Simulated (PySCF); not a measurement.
# Basis and Hamiltonian dependence of the excitation energy of Pt

Pt [Xe] 4f14 5d9 6s1 (3D) → Pt [Xe] 4f14 5d8 6s1 7s1 (5F). All values are computed (PySCF 2.14, energy differences of UHF-based or UKS calculations, no spin-orbit coupling). Values in eV.

```tsv
basis	Hamiltonian	functions	UHF	PBE	PBE0	MP2 (valence)	CCSD(T) (valence)
def2-SVPD with the def2 core potential (60 electrons)	ECP	35	7.898	9.086	8.975	8.947	n/a
aug-cc-pVDZ-PP with ECP60MDF	ECP	54	5.476	7.318	7.089	7.172	6.990
aug-cc-pwCVDZ-PP with ECP60MDF	ECP	70	5.404	7.243	7.011	7.141	6.940
ANO-RCC-VTZP	spin-free X2C	84	6.296	7.871	7.691	7.997	7.852
def2-QZVPPD with the def2 core potential (60 electrons)	ECP	88	6.339	7.885	7.710	8.098	7.908
x2c-TZVPPall with one added diffuse shell each of s, p, d, f type	spin-free X2C	113	5.417	7.327	7.087	7.257	7.080
aug-cc-pVTZ-PP with one added diffuse shell each of s, p, d, f, g type with ECP60MDF	ECP	113	5.374	7.240	7.009	7.312	n/a
```

Estimate the row for aug-cc-pVQZ-PP with ECP60MDF (ECP, 135 functions).

From the rows with the same Hamiltonian and similar size; the calculation gives UHF 5.37; PBE 7.24; PBE0 7.00; MP2 (valence) 7.39 (eV).

Frozen in the all-electron rows: valence: [Xe] 4f14; with a core potential, the same shells as far as they lie outside it.

At UHF, def2-SVPD with the def2 core potential (60 electrons), ANO-RCC-VTZP, def2-QZVPPD with the def2 core potential (60 electrons) lie more than 0.3 eV from the median of the rows with comparable relativity. Of these, def2-SVPD with the def2 core potential (60 electrons), ANO-RCC-VTZP, def2-QZVPPD with the def2 core potential (60 electrons) have no diffuse functions of the l that the added or promoted electron needs.
